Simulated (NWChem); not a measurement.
All runs are NWChem calculations. System: FNa, charge 0, spin multiplicity 1, at a geometry optimised with PBE0/def2-SVP. The structure started from a generated list of species. Level: PBE/def2-TZVP.

Input file:

```
start mol
memory heap 200 mb stack 900 mb global 1100 mb
geometry units angstroms nocenter noautoz
  Na     0.000000     0.000000    -0.849713
  F      0.000000     0.000000     1.038538
  symmetry group C2v
end
basis spherical
  * library def2-tzvp
end
dft
  xc xpbe96 cpbe96
  semidirect memsize 60000000 filesize 0
  iterations 100
end
task dft energy
```

Output (cleaned and shortened):

```
             Northwest Computational Chemistry Package (NWChem) 7.3.0
             --------------------------------------------------------

                                NWChem Input Module
                                -------------------

 Scaling coordinates for geometry "geometry" by  1.889725989
 (inverse scale =  0.529177249)

 Turning off AUTOSYM since
 SYMMETRY directive was detected!

                             Geometry "geometry" -> ""
                             -------------------------

 Output coordinates in angstroms (scale by  1.889725989 to convert to a.u.)

  No.       Tag          Charge          X              Y              Z
 ---- ---------------- ---------- -------------- -------------- --------------
    1 Na                  11.0000     0.00000000     0.00000000    -0.84971300
    2 F                    9.0000     0.00000000     0.00000000     1.03853800

 Effective nuclear repulsion energy (a.u.)      27.7444829374

            Nuclear Dipole moment (a.u.)
            ----------------------------
        X                 Y               Z
 ---------------- ---------------- ----------------
     0.0000000000     0.0000000000    -0.0000018897

      Symmetry information
      --------------------

 Group name             C2v
 Group number             16
 Group order               4
 No. of unique centers     2

      Symmetry unique atoms

     1    2


 Summary of "ao basis" -> "" (spherical)
 ------------------------------------------------------------------------------
       Tag                 Description            Shells   Functions and Types
 ---------------- ------------------------------  ------  ---------------------
 *                         def2-tzvp                  on all atoms

  pbe96 is a nonlocal functional; adding pw91lda local functional.

                                 NWChem DFT Module
                                 -----------------

 Summary of "ao basis" -> "ao basis" (spherical)
 ------------------------------------------------------------------------------
       Tag                 Description            Shells   Functions and Types
 ---------------- ------------------------------  ------  ---------------------
 Na                        def2-tzvp                12       32   5s4p3d
 F                         def2-tzvp                11       31   5s3p2d1f

 Summary of "ao basis" -> "ao basis" (spherical)
 ------------------------------------------------------------------------------
       Tag                 Description            Shells   Functions and Types
 ---------------- ------------------------------  ------  ---------------------
 Na                        def2-tzvp                12       32   5s4p3d
 F                         def2-tzvp                11       31   5s3p2d1f

      Symmetry analysis of basis
      --------------------------

        a1         29
        a2          6
        b1         14
        b2         14

            General Information
            -------------------
          SCF calculation type: DFT
          Wavefunction type:  closed shell.
          No. of atoms     :     2
          No. of electrons :    20
           Alpha electrons :    10
            Beta electrons :    10
          Charge           :     0
          Spin multiplicity:     1
          Use of symmetry is: on ; symmetry adaption is: on
          Maximum number of iterations: 100
          AO basis - number of functions:    63
                     number of shells:    23
[...]
 d= 0,ls=0.0,diis     6   -262.0084239069 -4.48D-05  4.61D-05  4.98D-05     0.8

 !! scf_movecs_sym_adapt:   20 vectors were symmetry contaminated

  Symmetry fudging

 !! scf_movecs_sym_adapt:    6 vectors were symmetry contaminated

 d= 0,ls=0.0,diis     7   -262.0084272302 -3.32D-06  1.84D-05  4.56D-07     0.8

 !! scf_movecs_sym_adapt:   22 vectors were symmetry contaminated

  Symmetry fudging

 !! scf_movecs_sym_adapt:    8 vectors were symmetry contaminated

 d= 0,ls=0.0,diis     8   -262.0084269639  2.66D-07  1.24D-05  3.75D-06     0.8

 !! scf_movecs_sym_adapt:   18 vectors were symmetry contaminated

  Symmetry fudging

 !! scf_movecs_sym_adapt:   18 vectors were symmetry contaminated

 d= 0,ls=0.0,diis     9   -262.0084272726 -3.09D-07  6.40D-07  8.16D-09     0.9

         Total DFT energy =     -262.008427272589
      One electron energy =     -424.644423081953
           Coulomb energy =      159.660910991779
    Exchange-Corr. energy =      -24.769398119784
 Nuclear repulsion energy =       27.744482937369

 Numeric. integr. density =       20.000000877886

     Total iterative time =      0.6s

                  Occupations of the irreducible representations
                  ----------------------------------------------

                     irrep           alpha         beta
                     --------     --------     --------
                     a1                6.0          6.0
                     a2                0.0          0.0
                     b1                2.0          2.0
                     b2                2.0          2.0

                       DFT Final Molecular Orbital Analysis
                       ------------------------------------

 Vector    8  Occ=2.000000D+00  E=-1.912494D-01  Symmetry=a1
              MO Center=  3.8D-15,  7.8D-15,  9.9D-01, r^2= 7.6D-01
   Bfn.  Coefficient  Atom+Function         Bfn.  Coefficient  Atom+Function
  ----- ------------  ---------------      ----- ------------  ---------------
    40      0.481679  2 F  pz                43      0.375258  2 F  pz
    46      0.327697  2 F  pz                 4     -0.206793  1 Na s
     3      0.100057  1 Na s                  8      0.098023  1 Na pz
     5      0.076272  1 Na s                  2     -0.042168  1 Na s
    36      0.038359  2 F  s                 14      0.038165  1 Na pz

 Vector    9  Occ=2.000000D+00  E=-1.838329D-01  Symmetry=b1
              MO Center= -3.1D-15,  4.0D-30,  1.0D+00, r^2= 6.7D-01
   Bfn.  Coefficient  Atom+Function         Bfn.  Coefficient  Atom+Function
  ----- ------------  ---------------      ----- ------------  ---------------
    38      0.483181  2 F  px                41      0.377030  2 F  px
    44      0.312266  2 F  px                15      0.065845  1 Na px
    31     -0.051015  1 Na d  1               6     -0.045749  1 Na px
    12      0.045297  1 Na px

 Vector   10  Occ=2.000000D+00  E=-1.838329D-01  Symmetry=b2
              MO Center=  7.1D-30, -5.4D-15,  1.0D+00, r^2= 6.7D-01
   Bfn.  Coefficient  Atom+Function         Bfn.  Coefficient  Atom+Function
  ----- ------------  ---------------      ----- ------------  ---------------
    39      0.483181  2 F  py                42      0.377030  2 F  py
    45      0.312266  2 F  py                16      0.065845  1 Na py
    29      0.051015  1 Na d -1               7     -0.045749  1 Na py
    13      0.045297  1 Na py

 Vector   11  Occ=0.000000D+00  E=-7.358007D-02  Symmetry=a1
              MO Center= -1.4D-14,  1.4D-14, -1.8D+00, r^2= 5.4D+00
   Bfn.  Coefficient  Atom+Function         Bfn.  Coefficient  Atom+Function
  ----- ------------  ---------------      ----- ------------  ---------------
     4      0.645999  1 Na s                  5      0.335335  1 Na s
    17     -0.231673  1 Na pz                14     -0.200634  1 Na pz
     3     -0.191868  1 Na s                  8      0.098475  1 Na pz
    40      0.088071  2 F  pz                43      0.073450  2 F  pz
     2      0.057718  1 Na s                 46      0.048143  2 F  pz

 Vector   12  Occ=0.000000D+00  E= 3.640258D-03  Symmetry=b1
              MO Center=  1.4D-14, -5.4D-30, -1.1D+00, r^2= 1.0D+01
   Bfn.  Coefficient  Atom+Function         Bfn.  Coefficient  Atom+Function
  ----- ------------  ---------------      ----- ------------  ---------------
    12      0.876068  1 Na px                15      0.158636  1 Na px
    31      0.131870  1 Na d  1               6     -0.105112  1 Na px
    38     -0.084820  2 F  px                44     -0.067058  2 F  px
    41     -0.063221  2 F  px

 Vector   13  Occ=0.000000D+00  E= 3.640259D-03  Symmetry=b2
              MO Center=  6.0D-30, -1.4D-14, -1.1D+00, r^2= 1.0D+01
   Bfn.  Coefficient  Atom+Function         Bfn.  Coefficient  Atom+Function
  ----- ------------  ---------------      ----- ------------  ---------------
    13      0.876068  1 Na py                16      0.158636  1 Na py
    29     -0.131870  1 Na d -1               7     -0.105112  1 Na py
    39     -0.084820  2 F  py                45     -0.067058  2 F  py
    42     -0.063221  2 F  py

 center of mass
 --------------
 x =   0.00000000 y =   0.00000000 z =   0.00881348

 moments of inertia (a.u.)
 ------------------
         132.446986505747           0.000000000000           0.000000000000
           0.000000000000         132.446986505747           0.000000000000
           0.000000000000           0.000000000000           0.000000000000

     Multipole analysis of the density
     ---------------------------------

     L   x y z        total         alpha         beta         nuclear
     -   - - -        -----         -----         ----         -------
     0   0 0 0     -0.000000    -10.000000    -10.000000     20.000000

     1   1 0 0     -0.000000     -0.000000     -0.000000      0.000000
     1   0 1 0     -0.000000     -0.000000     -0.000000      0.000000
     1   0 0 1     -2.910081     -1.455039     -1.455039     -0.000002

     2   2 0 0     -7.852466     -3.926233     -3.926233      0.000000
     2   1 1 0     -0.000000     -0.000000     -0.000000      0.000000
     2   1 0 1     -0.000000     -0.000000     -0.000000      0.000000
     2   0 2 0     -7.852466     -3.926233     -3.926233      0.000000
     2   0 1 1     -0.000000     -0.000000     -0.000000      0.000000
     2   0 0 2     -7.694215    -35.360294    -35.360294     63.026373

 Task  times  cpu:        0.9s     wall:        0.9s

 Total times  cpu:        0.9s     wall:        0.9s
```
